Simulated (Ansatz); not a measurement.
The same path of C$_{3}$H$_{10}$SSi (15 atoms, charge 0, multiplicity 1) was run twice with different band settings. The coordinate that changes most is the dihedral H7–C1–C2–C3.

All numbers below come from Ansatz 0.2.0, RKS PBE0/6-31G.

Relaxed end points:

```xyz
15
Properties=species:S:1:pos:R:3
C -0.923 -1.024 1.657
C 0.189 -0.386 0.826
C -0.227 -0.018 -0.601
Si 1.238 0.576 -1.698
S -1.623 1.273 -0.658
H -1.780 -0.349 1.745
H -0.569 -1.264 2.665
H -1.273 -1.953 1.192
H 1.037 -1.084 0.758
H 0.571 0.510 1.336
H -0.691 -0.885 -1.088
H 1.749 1.880 -1.144
H 0.797 0.775 -3.118
H 2.357 -0.433 -1.657
H -0.874 2.329 -0.185
```

```xyz
15
Properties=species:S:1:pos:R:3
C -0.896 -1.177 1.568
C 0.211 -0.532 0.737
C -0.277 0.106 -0.567
Si 1.148 0.709 -1.710
S -1.504 1.532 -0.284
H -1.390 -1.978 1.004
H -1.657 -0.441 1.844
H -0.490 -1.614 2.487
H 0.962 -1.293 0.476
H 0.738 0.224 1.337
H -0.884 -0.615 -1.129
H 1.863 1.843 -1.025
H 0.613 1.181 -3.029
H 2.134 -0.409 -1.939
H -0.593 2.412 0.260
```

Common settings: spring 5.0 eV/Å²; optimiser quadratic models (default); start path IDPP; force threshold 0.03 eV/Å; end points relaxed.

| run | movable images | climbing image | iteration limit |
| --- | --- | --- | --- |
| 1 | 5 | yes | 48 |
| 2 | 6 | no | 43 |

(1) What does each run give, and how far can it be trusted?

## Answers

(1) Run 1: converged after 6 iterations, highest image 0.123 eV above the first end. A vibrational analysis at the climbing image gives one clearly imaginary mode, 231i cm⁻¹: a first-order saddle point.
Run 2: converged after 6 iterations, highest image 0.118 eV above the first end. No image climbed, so the highest image needn't sit at the top of the path.
Limits of this set-up: no polarisation functions.
